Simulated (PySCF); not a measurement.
TMS-CHF2: 4 charge schemes on one density

Species: TMS-CHF2, C4H10F2Si.
Structure used (GFN2-xTB), in Å, numbered top down from 1:
```
atom  x, y, z in Å
C1     1.6404   -0.8468   -0.5302
Si2   -0.0375   -0.0750   -0.0837
C3    -1.2429   -1.3284    0.6875
C4    -0.8146    0.8885   -1.5282
C5     0.3211    1.2476    1.3087
F6     1.2027    2.1924    0.8684
F7     0.9121    0.6669    2.3936
H8     2.0969   -1.3174    0.3364
H9     1.5390   -1.6031   -1.3028
H10    2.3321   -0.0918   -0.8940
H11   -1.4914   -2.1133   -0.0195
H12   -2.1730   -0.8574    0.9934
H13   -0.8118   -1.8019    1.5648
H14   -1.0394    0.2275   -2.3591
H15   -1.7418    1.3737   -1.2364
H16   -0.1424    1.6594   -1.8940
H17   -0.5566    1.7913    1.6852
```

Density: PBE0/pcSseg-1 (PySCF); schemes: Mulliken, IAO, Hirshfeld and ESP-fitted. Geometry: GFN2-xTB; no solvent, vibrations or thermal averaging.

**Question.** Give the atomic charges in each scheme.

**Answer.** In e; atoms taken as equivalent share a row and are averaged (×n: the atom named and its like, n in all):

```csv
atom,environment,Mulliken,IAO,Hirshfeld,ESP-fitted
C1/C3/C4,Si-methyl carbon,-0.623,-0.724,-0.214,-0.687
Si2,four-coordinate silicon,+0.876,+1.055,+0.403,+0.812
C5,CHF2 carbon,+0.240,+0.177,+0.052,+0.168
F6/F7,fluorine of a CF2 group,-0.316,-0.313,-0.120,-0.223
H8 (×9),methyl hydrogen,+0.143,+0.159,+0.043,+0.161
H17,methine hydrogen,+0.103,+0.133,+0.037,+0.076
```

Mean size of the charges over all atoms: IAO 0.329 e, ESP-fitted 0.295 e, Mulliken 0.294 e, Hirshfeld 0.104 e. Each set sums to the total charge, 0, to within 0.001 e. The Mulliken scheme gives each basis function's population to the atom it is centred on and halves the overlap population of two atoms between them.

Some averages cover members that differ in this geometry: C1/C3/C4, ESP-fitted -0.729 to -0.624; H8 (×9), ESP-fitted +0.148 to +0.185 e.

Lowest charge. All schemes agree: Mulliken C1/C3/C4 (-0.623); IAO C1/C3/C4 (-0.724); Hirshfeld C1/C3/C4 (-0.214); ESP-fitted C1/C3/C4 (-0.687).

Highest charge. All schemes agree: Mulliken Si2 (+0.876); IAO Si2 (+1.055); Hirshfeld Si2 (+0.403); ESP-fitted Si2 (+0.812).

**Question.** Sum the charges by element, for elements with more than one atom.

**Answer.** 
```
element  atoms  Mulliken     IAO  Hirshfeld  ESP-fitted
      C      4    -1.629  -1.994     -0.591      -1.893
      F      2    -0.633  -0.625     -0.240      -0.446
      H     10    +1.385  +1.563     +0.428      +1.527
```

**Question.** How closely do the schemes follow one another over all atoms?

**Answer.** Correlation coefficient and root-mean-square difference: Mulliken with IAO 1.00, 0.064 e; IAO with ESP-fitted 0.99, 0.073 e; IAO with Hirshfeld 0.99, 0.289 e; Mulliken with ESP-fitted 0.99, 0.055 e; Mulliken with Hirshfeld 0.99, 0.234 e; Hirshfeld with ESP-fitted 0.97, 0.243 e.

**Question.** How many electrons does the Hirshfeld scheme count on Si2?

**Answer.** Z − q = 14 − (+0.403) = 13.597.

The run behind these numbers computed NMR shieldings as well. The run took 25 s wall on Arm Neoverse V1, one thread, on a shared host.
